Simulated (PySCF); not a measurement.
## Silicon: a sound run and one with changed settings

Sound run: Si²⁺ [Ne] 3s2, Si³⁺ [Ne] 3s1. All numbers are calculated (PySCF 2.14, scalar relativity by spin-free X2C-1e, in aug-cc-pVDZ-DK (5s4p2d, 27 functions)). The sound run starts from symmetry-adapted Hartree-Fock orbitals and uses a fine grid where one is needed.

A second run was set up differently.

```json
{"species": "Si²⁺", "method": "UHF", "sound run (hartree)": "-288.59121", "changed run (hartree)": "-288.59121", "converged": "yes"}
{"species": "Si²⁺", "method": "LDA", "sound run (hartree)": "-287.89723", "changed run (hartree)": "-287.90153", "converged": "yes"}
{"species": "Si²⁺", "method": "M06-L", "sound run (hartree)": "-289.06326", "changed run (hartree)": "-289.03780", "converged": "yes"}
{"species": "Si³⁺", "method": "UHF", "sound run (hartree)": "-287.41312", "changed run (hartree)": "-287.41312", "converged": "yes"}
{"species": "Si³⁺", "method": "LDA", "sound run (hartree)": "-286.66162", "changed run (hartree)": "-286.66537", "converged": "yes"}
{"species": "Si³⁺", "method": "M06-L", "sound run (hartree)": "-287.83759", "changed run (hartree)": "-287.80385", "converged": "yes"}
```

Ionisation energy of Si²⁺:

```csv
method,sound run (eV),changed run (eV)
UHF,32.057,32.057
LDA,33.623,33.637
M06-L,33.352,33.577
```

Task: What was changed?
A. minimal basis
B. too few SCF iterations
C. radial grid too coarse
D. basis contracted for another Hamiltonian

Result: C. It used radial step 0.5 in ln r (0.13 in the sound run). A coarse radial grid mis-integrates the density and the exchange-correlation energy, with errors of either sign; Hartree-Fock needs no grid.
